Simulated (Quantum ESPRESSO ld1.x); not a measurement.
Ga15+, 16 electrons, occupied as [Ne] 3s2 3p4. All-electron calculation, Dirac Kohn-Sham, relativistic LDA (MacDonald-Vosko exchange, VWN5 correlation), spin-unpolarised, spherical densities, point nucleus; open shells are shared between the two j in proportion to 2j + 1. Program: ld1.x of Quantum ESPRESSO 7.5.

Spin-orbit splittings of the eigenvalues, e(l+1/2) - e(l-1/2), with zeta = 2 splitting/(2l+1) and mean radii in bohr:

| shell | occ. | splitting (eV) | zeta (eV) | <r> j=l-1/2 | <r> j=l+1/2 |
|---|---|---|---|---|---|
| 2p | 6 | 27.76 | 18.51 | 0.1872 | 0.1906 |
| 3p | 4 | ? | ? | 0.5550 | 0.5608 |
| 3d | 0 | 1.055 | 0.4221 | 0.5143 | 0.5159 |
| 4p | 0 | 1.873 | 1.249 | 1.138 | 1.146 |

Estimate the 3p splitting.

Answer. 5.555 eV (zeta = 3.704 eV).
